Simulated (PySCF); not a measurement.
Ga(OH)(SiH3)2 (GaH7OSi2), SMILES [OH][Ga]([SiH3])[SiH3]. Atoms are numbered in the order given.

```xyz
11

Ga    -0.2609    -0.0015     0.0000
O     -2.0602    -0.1223     0.0000
H     -2.5311     0.7248     0.0000
Si     0.7600    -2.1873     0.0000
H      1.6313    -2.3474    -1.2021
H      1.6313    -2.3474     1.2021
H     -0.2524    -3.2796     0.0000
Si     0.7497     2.2033     0.0000
H      1.6132     2.3796     1.2048
H      1.6132     2.3796    -1.2048
H     -0.2715     3.2924     0.0000
```

The structure is a stationary point at TPSSh-D3(BJ)/def2-SVP. Other conformers were not sampled.

Method: PBE/def2-TZVP in PySCF.

ESP charges are fitted to the potential on shells at 1.4 to 2.0 van der Waals radii. Atomic charges (e):

```
atom  meta-Löwdin  ESP fit
----  -----------  -------
Ga1          0.39     0.59
O2          -0.65    -0.69
H3           0.33     0.38
Si4          0.14    -0.04
H5          -0.05    -0.03
H6          -0.05    -0.03
H7          -0.05     0.00
Si8          0.12    -0.21
H9          -0.05     0.01
H10         -0.05     0.01
H11         -0.06     0.02
```
